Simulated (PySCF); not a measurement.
This PySCF input asks for the NMR shieldings of `C=C[C@@H]1BCCC1`, C₆H₁₁B; the geometry comes from GFN2-xTB.

```python
import basis_set_exchange as bse
import numpy as np
from pyscf import gto, dft
from pyscf.prop import nmr

atoms = """
C     2.888198   -0.337320   -0.586395
C     1.672417    0.165548   -0.704626
C     0.502977   -0.196511    0.148608
B    -0.637602   -1.080240   -0.509131
C    -2.005968   -0.494726   -0.005433
C    -1.631435    0.508130    1.098305
C    -0.250404    1.031091    0.703521
H     3.130674   -1.062901    0.173170
H     3.691905   -0.054632   -1.245348
H     1.463163    0.892649   -1.479970
H     0.872342   -0.784815    1.000562
H    -0.479992   -1.983843   -1.229422
H    -2.465212    0.044697   -0.840802
H    -2.755606   -1.212264    0.329291
H    -1.564164   -0.015148    2.054569
H    -2.360250    1.312287    1.205444
H     0.273145    1.498450    1.538348
H    -0.352948    1.775865   -0.089006
"""
names = dict.fromkeys(["C", "B", "H"], "pcSseg-1")
basis = {el: gto.basis.parse(bse.get_basis(n, elements=[el], fmt="nwchem")) for el, n in names.items()}
mol = gto.M(atom=atoms, basis=basis, charge=0, verbose=0)
mf = dft.RKS(mol, xc="PBE0")
mf.grids.level = 2
mf.grids.alignment = dft.numint.BLKSIZE   # the property module wants whole blocks of grid points
mf.conv_tol = 1e-9
mf.kernel()

calc = nmr.RKS(mf)   # GIAO
C = mf.mo_coeff
Co = C[:, mf.mo_occ > 0]
resp = mf.gen_response(singlet=True, hermi=2)
def vind(x):   # induced exchange potential for any number of trial vectors
    d = np.einsum("pi,xij,qj->xpq", C, 2 * x.reshape(-1, C.shape[1], Co.shape[1]), Co, optimize=True)
    return np.einsum("xpq,pi,qj->xij", resp(d - d.transpose(0, 2, 1)), C, Co, optimize=True).ravel()
mo1, _ = nmr.rhf.solve_mo1(calc, with_cphf=vind)
sigma = calc.kernel(mo1)
for i, s in enumerate(sigma):   # ppm
    w = np.linalg.eigvalsh((s + s.T) / 2)
    print("%2d %-2s iso %8.1f  s11 %8.1f  s22 %8.1f  s33 %8.1f" % (i, mol.atom_pure_symbol(i), w.mean(), *w))
```

Question: What does it print?

Answer: 
```
 0 C  iso     68.7  s11    -40.9  s22     89.7  s33    157.3
 1 C  iso     37.0  s11    -87.8  s22     48.0  s33    150.9
 2 C  iso    127.7  s11    111.0  s22    122.4  s33    149.7
 3 B  iso      4.3  s11    -64.6  s22    -28.9  s33    106.5
 4 C  iso    152.1  s11    138.6  s22    150.2  s33    167.4
 5 C  iso    156.1  s11    131.2  s22    163.7  s33    173.5
 6 C  iso    148.1  s11    120.8  s22    154.8  s33    168.6
 7 H  iso     26.3  s11     23.0  s22     25.8  s33     30.2
 8 H  iso     26.5  s11     23.4  s22     25.6  s33     30.4
 9 H  iso     25.7  s11     23.2  s22     24.5  s33     29.4
10 H  iso     29.7  s11     25.0  s22     29.4  s33     34.6
11 H  iso     23.7  s11     17.6  s22     26.1  s33     27.3
12 H  iso     30.6  s11     25.6  s22     28.9  s33     37.4
13 H  iso     29.7  s11     24.9  s22     28.2  s33     35.9
14 H  iso     30.1  s11     25.4  s22     28.7  s33     36.4
15 H  iso     29.5  s11     24.7  s22     27.7  s33     36.2
16 H  iso     29.4  s11     25.1  s22     28.2  s33     34.9
17 H  iso     30.3  s11     25.7  s22     29.8  s33     35.4
```

These numbers come from an equivalent density-fitted implementation of the same equations, which agrees with the script to about 0.01 ppm for H and up to a few tenths of a ppm for heavy atoms, so last digits may differ.

Size and cost of the density-fitted run: 174 basis functions, 29 s wall time on 1 thread of an Arm Neoverse V1, shared host; peak memory 0.78 GiB.
